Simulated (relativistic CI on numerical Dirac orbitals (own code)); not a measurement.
**Hyperfine structure of Xe27+, mass number 129**

Method of calculation: Dirac-Coulomb-Breit CI, separate exchange-only KLI orbitals for each configuration, a model potential for QED, unscaled Slater integrals (own radial code, finite nucleus).

CI space (outside the closed core [Ne]): 3s2 3p6 3d9, 3s2 3p5 3d10, 3s 3p6 3d10, 3s2 3p6 3d8 4s, 3s2 3p6 3d8 4p, 3s2 3p6 3d8 4d, 3s2 3p4 3d10 4s, 3s2 3p6 3d8 4f, 3s2 3p5 3d9 4s, 3s2 3p4 3d10 4p, 3s2 3p6 3d7 4s2, 3s2 3p5 3d9 4p, 3s2 3p4 3d10 4d, 3s 3p5 3d10 4s, 3s2 3p6 3d7 4s 4p, 3s2 3p6 3d8 5s. Levels of other configurations are missing.

Nuclear spin I = 1/2, μ = -0.77796 μN (tables of Stone and Pyykkö). The electronic factors are computed for point nuclear moments, without core polarisation or the Bohr-Weisskopf and QED corrections.

| Level | E (10³ cm⁻¹) | A (GHz) |
| --- | --- | --- |
| 3s2 3p6 3d9 2D_5/2 | 0.0 | -17.73 |
| 3s2 3p6 3d9 2D_3/2 | 109.1 | -43.57 |
| 3s2 3p5 3d10 2P°_3/2 | 2074.5 | -88.6 |
| 3s2 3p5 3d10 2P°_1/2 | 2599.0 | -579.6 |
| 3s 3p6 3d10 2S_1/2 | 3758.0 | -1904 |
| 3s2 3p6 3d8 4s 4F_9/2 | 4985.8 | -82.41 |
| 3s2 3p6 3d8 4s 2F_7/2 | 5001.6 | 44.61 |
| 3s2 3p6 3d8 4s 2D_3/2 | 5043.3 | 94.73 |

Levels with J = 0, under 50 % of one LS term, or S terms without an open s electron are left out. Small factors come from cancelling terms and can be off by tens of per cent or more.

At this charge energies of transitions that change n are usually good to better than 1 %, and those within a shell (Δn = 0) to a few per cent.

Q: Give the hyperfine levels of 3s2 3p6 3d9 2D_5/2 relative to its centre of gravity.

A: With K = F(F + 1) − I(I + 1) − J(J + 1), E = AK/2: F = 2: 31.03, F = 3: -22.16 GHz.

LS names give the leading component of a level, which can be under half, so a name can repeat, a term be missing and a line seem to break the LS rules.
